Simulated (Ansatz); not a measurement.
System: TiO2, charge 0, multiplicity 3. The spin state was set by rule; other spins were not relaxed. 
Geometry from a B3LYP-D3(BJ)/def2-TZVP (Ansatz, a program for electronic structure) optimisation:
```xyz
3

Ti     0.0930     0.0661     0.1234
O      1.1283     0.1471    -1.2442
O     -1.3842    -0.3288     0.9048
```
Charge 0, spin multiplicity 3.

Wanted: atomisation energy (electronic, to ground-state atoms), in kcal/mol. Valence correlation only, unless marked. UHF or UKS for open shells. No spin-orbit coupling. The frozen core is the preceding noble-gas configuration, with the filled d and f shells of earlier blocks. Non-relativistic. The coupled-cluster limit lacks core correlation, which all-electron functionals hold. CBS(X,Y): correlation extrapolated as X^-3; Hartree-Fock from the larger set. [CCSD(T)-MP2]/basis is that difference in the basis named.

The UHF reference is spin-contaminated (<S^2> 0.34 over the pure value in the largest basis). The Hartree-Fock reference is unstable (checked in the largest basis), which strains HF and MP2. The T1 diagnostic of CCSD in the largest basis is 0.075, which is high, so the coupled-cluster rows are less sure than usual.

```tsv
level	program	atomisation energy (kcal/mol)
SVWN5/def2-TZVPD	Ansatz	[?]
revPBE-D3(BJ)/def2-TZVPD	Ansatz + dftd3	[?]
B97M-V/def2-TZVPD	Ansatz	[?]
wB97M-V/def2-TZVPD	Ansatz	[?]
B2GP-PLYP/def2-TZVPD	Ansatz	233.2
RPA@PBE/def2-QZVPP	Ansatz	227.4
SCS-MP2/def2-SVPD	Ansatz	199.6
RI-MP2/CBS(def2-TZVPPD,def2-QZVPPD)+[CCSD(T)-MP2]/def2-SVPD	Ansatz	234.3
```

Q: Fill in the missing entries.

A: 
- SVWN5/def2-TZVPD, atomisation energy (kcal/mol): 331.7
- revPBE-D3(BJ)/def2-TZVPD, atomisation energy (kcal/mol): 274.7
- B97M-V/def2-TZVPD, atomisation energy (kcal/mol): 254.4
- wB97M-V/def2-TZVPD, atomisation energy (kcal/mol): 235.0
